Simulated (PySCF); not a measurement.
## Radial density of Zr⁺ (zirconium, charge +1)

UHF, [Kr] 4d2 5s1, high-spin 4F determinant. All numbers are calculated (PySCF 2.14, a scalar-relativistic core potential, in def2-SVP with the def2 core potential (28 electrons) (5s3p2d1f, 31 functions)). This is the valence pseudo-density: the core potential removes the inner electrons and smooths the orbitals near the nucleus.

| r (bohr) | 4πr²ρ (e/bohr) | 4πr²(ρα − ρβ) |
| --- | --- | --- |
| 0.0393 | 1.622e-05 | 0.0000 |
| 0.0661 | 4.349e-05 | 0.0000 |
| 0.111 | 0.0001115 | 0.0000 |
| 0.187 | 0.0005209 | 0.0001 |
| 0.314 | 0.01731 | 0.0022 |
| 0.529 | 0.6417 | 0.0445 |
| 0.889 | 6.412 | 0.4347 |
| 1.50 | 6.685 | 1.0338 |
| 2.52 | 1.430 | 0.9416 |
| 4.23 | 0.3230 | 0.3206 |
| 7.12 | 0.01209 | 0.0121 |
| 12.0 | 2.478e-05 | 0.0000 |

Energies and moments cover only the electrons outside the core potential.
